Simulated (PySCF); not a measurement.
Positional isomers: silole hydroxy. Isolated molecules, 0 K electronic values unless said otherwise. One relaxed conformer stands for each flexible species; it need not be the lowest. Strings in code marks are SMILES.

The HOMO from two functionals at the same geometries (PBE0-D4/def2-TZVP), both in PySCF: PBE-D3(BJ)/def2-TZVP and PBE0-D4/def2-TZVP. 

| species | PBE-D3(BJ)/def2-TZVP (eV) |
|---|---|
| `OC1=CC=C[SiH2]1` (H–O–C–Si torsion 0°) | -5.05 |
| `OC1=C[SiH2]C=C1` (H–O–C–C torsion 0°) | -5.43 |
| `C1=C[SiH](O)C=C1` (H–O–Si–C torsion 54°) | -5.83 |

What does PBE0-D4/def2-TZVP give for each?


- `OC1=CC=C[SiH2]1` (H–O–C–Si torsion 0°): -6.08
- `OC1=C[SiH2]C=C1` (H–O–C–C torsion 0°): -6.50
- `C1=C[SiH](O)C=C1` (H–O–Si–C torsion 54°): -6.85
Over these rows, drawn at random from the members with no instability flagged (it was tested for open shells, ions and some series alone), PBE minus PBE0-D4: mean +1.04 eV, from +1.02 eV to +1.07 eV.
